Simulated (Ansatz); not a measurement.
Relaxation of [In(OMe)H3]- (CH₆InO⁻) with RKS r2SCAN-D4/def2-TZVPD.

```sh
$ ansatz run in.yaml --threads 4 --pin off --events-out ev --progress --plain --max-ram 3916MiB
```

```yaml
crystal:
  periodic: [false, false, false]
  atoms:
    - {symbol: In, position_ang: [-0.377160, 0.605800, -1.336320]}
    - {symbol: O, position_ang: [-0.309280, 0.541090, 0.729230]}
    - {symbol: C, position_ang: [0.323290, -0.514950, 1.353690]}
    - {symbol: H, position_ang: [-0.103180, -1.496630, 1.083130]}
    - {symbol: H, position_ang: [0.222330, -0.403500, 2.449090]}
    - {symbol: H, position_ang: [1.403200, -0.563740, 1.126870]}
    - {symbol: H, position_ang: [1.232280, 0.609190, -1.901530]}
    - {symbol: H, position_ang: [-1.223210, 2.032130, -1.639720]}
    - {symbol: H, position_ang: [-1.168270, -0.809390, -1.864420]}
basis:
  gaussian: {orbitals: def2-TZVPD}
total_charge: -1
hamiltonian: {xc: r2scan, dispersion: d4}
scf: {lower_state_search: "off"}
output: {orbitals: {seedname: orbitals}}
relax: {f_tol: 0.02, max_steps: 100}
```

Hardware: 4 threads of Arm Neoverse V1 on a shared host. Wall time 12 s.

Positions (Å) and forces (eV/Å) at steps 1, 2, 3, 4, 5 of 5:

```xyz
9
step=1 energy=-8357.7781 eV
In   -0.377    0.606   -1.336    0.063   -0.086    0.055
O    -0.309    0.541    0.729   -0.048    0.068    0.386
C     0.323   -0.515    1.354   -0.201    0.370   -0.035
H    -0.103   -1.497    1.083   -0.028   -0.227    0.007
H     0.222   -0.404    2.449    0.092   -0.150    0.086
H     1.403   -0.564    1.127    0.204   -0.088    0.019
H     1.232    0.609   -1.902    0.829    0.027   -0.193
H    -1.223    2.032   -1.640   -0.479    0.807   -0.151
H    -1.168   -0.809   -1.864   -0.430   -0.721   -0.174
9
step=2 energy=-8357.8797 eV
In   -0.379    0.610   -1.363    0.039   -0.062   -0.021
O    -0.317    0.548    0.733   -0.008    0.010    0.097
C     0.321   -0.513    1.348   -0.096    0.175   -0.079
H    -0.105   -1.500    1.078   -0.018   -0.089   -0.007
H     0.240   -0.425    2.449    0.024   -0.037    0.021
H     1.404   -0.570    1.115    0.080   -0.029   -0.004
H     1.352    0.634   -1.864   -0.242   -0.017    0.015
H    -1.275    2.117   -1.671    0.090   -0.153   -0.029
H    -1.241   -0.902   -1.824    0.132    0.202    0.007
9
step=3 energy=-8357.8915 eV
In   -0.379    0.612   -1.340    0.008   -0.013   -0.063
O    -0.323    0.559    0.760   -0.001   -0.002    0.028
C     0.319   -0.510    1.353   -0.049    0.090   -0.032
H    -0.110   -1.496    1.077   -0.005   -0.044   -0.004
H     0.252   -0.439    2.457    0.015   -0.022    0.008
H     1.401   -0.568    1.109    0.038   -0.018   -0.003
H     1.315    0.622   -1.879    0.000    0.006    0.031
H    -1.264    2.097   -1.693    0.000   -0.001    0.004
H    -1.212   -0.877   -1.843   -0.004    0.004    0.030
9
step=4 energy=-8357.8932 eV
In   -0.378    0.611   -1.339   -0.002    0.003    0.024
O    -0.332    0.567    0.765    0.000   -0.001   -0.011
C     0.316   -0.506    1.343   -0.010    0.017   -0.024
H    -0.119   -1.491    1.066   -0.002   -0.011    0.001
H     0.267   -0.447    2.449    0.002   -0.002    0.010
H     1.395   -0.568    1.084    0.009   -0.004   -0.001
H     1.324    0.624   -1.846    0.004    0.000    0.004
H    -1.263    2.092   -1.705    0.000    0.000   -0.006
H    -1.209   -0.884   -1.817   -0.001   -0.003    0.003
9
step=5 energy=-8357.8933 eV
In   -0.379    0.613   -1.336    0.001   -0.002    0.005
O    -0.335    0.569    0.768    0.002   -0.003   -0.001
C     0.315   -0.506    1.340   -0.001    0.002    0.003
H    -0.124   -1.490    1.066   -0.001    0.001   -0.002
H     0.274   -0.447    2.446    0.001    0.001   -0.003
H     1.392   -0.570    1.073   -0.001    0.001   -0.003
H     1.326    0.626   -1.834    0.001    0.000    0.001
H    -1.264    2.091   -1.713    0.000    0.000   -0.001
H    -1.207   -0.885   -1.810    0.000   -0.001    0.000
```

In the def2 sets In takes a core potential; there is no spin–orbit coupling.
